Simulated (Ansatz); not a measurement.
Relaxation of C$_{3}$H$_{6}$OSSi (12 atoms, charge 0, multiplicity 1), to a largest force component of 0.015 eV/Å in at most 40 steps.

The calculation used RKS PBE0-D4/STO-3G in Ansatz.

```xyz
12
Properties=species:S:1:pos:R:3:forces:R:3
C -0.728 -1.247 0.556 -1.61 4.17 -2.18
C -0.133 -0.197 -0.073 0.50 -2.98 1.07
Si 1.670 -0.119 -0.290 3.69 -0.06 2.18
C -0.779 0.952 -0.716 0.77 -0.24 -2.04
O -1.655 1.642 -0.239 -2.74 1.83 1.68
S -0.054 1.455 -2.305 0.05 -0.07 -0.57
H -0.216 -2.038 0.992 1.42 -2.07 1.13
H -1.822 -1.234 0.597 -0.10 -0.42 0.26
H 2.215 1.261 0.057 -0.74 -1.54 -0.70
H 2.121 -0.569 -1.604 -0.09 0.17 0.40
H 2.320 -1.040 0.731 -0.81 0.91 -1.21
H 0.571 0.272 -2.562 -0.33 0.27 -0.03
```

Q: Where does it end, and by what steps?

A: The forces met the threshold. Limits of this set-up: minimal basis. After 26 steps the energy has fallen by 0.791 eV; H12 moved furthest, 0.78 Å.

| step | energy less start (eV) | largest force component (eV/Å) | accepted |
| --- | --- | --- | --- |
| 0 | 0.0000 | 4.170 | yes |
| 1 | -0.6787 | 0.925 | yes |
| 2 | -0.7417 | 0.876 | yes |
| 3 | -0.7613 | 0.519 | yes |
| 4 | -0.7744 | 0.236 | yes |
| 5 | -0.7781 | 0.063 | yes |
| 6 | -0.7793 | 0.040 | yes |
| 7 | -0.7798 | 0.038 | yes |
| 8 | -0.7805 | 0.029 | yes |
| 9 | -0.7813 | 0.165 | yes |
| 10 | -0.7825 | 0.125 | yes |
| 11 | -0.7840 | 0.147 | yes |
| 12 | -0.7851 | 0.281 | yes |
| 13 | -0.7865 | 0.132 | yes |
| 14 | -0.7874 | 0.104 | yes |
| 15 | -0.7883 | 0.045 | yes |
| 16 | -0.7892 | 0.065 | yes |
| 17 | -0.7895 | 0.107 | yes |
| 18 | -0.7897 | 0.106 | yes |
| 19 | -0.7896 | 0.099 | no |
| 20 | -0.7900 | 0.039 | yes |
| 21 | -0.7902 | 0.022 | yes |
| 22 | -0.7905 | 0.036 | yes |
| 23 | -0.7906 | 0.043 | yes |
| 24 | -0.7907 | 0.031 | yes |
| 25 | -0.7907 | 0.018 | yes |
| 26 | -0.7908 | 0.012 | yes |

```xyz
12
Properties=species:S:1:pos:R:3
C -0.707 -1.062 0.646
C -0.050 -0.212 -0.156
Si 1.810 -0.295 -0.303
C -0.941 0.826 -0.871
O -2.094 1.080 -0.463
S -0.278 1.659 -2.331
H -0.205 -1.840 1.232
H -1.798 -1.000 0.749
H 2.385 1.021 -0.151
H 2.203 -0.824 -1.590
H 2.306 -1.167 0.733
H 0.879 0.953 -2.351
```

The run took 96 s on 1 thread of Arm Neoverse V2, on a shared host, peak memory 0.15 GiB.
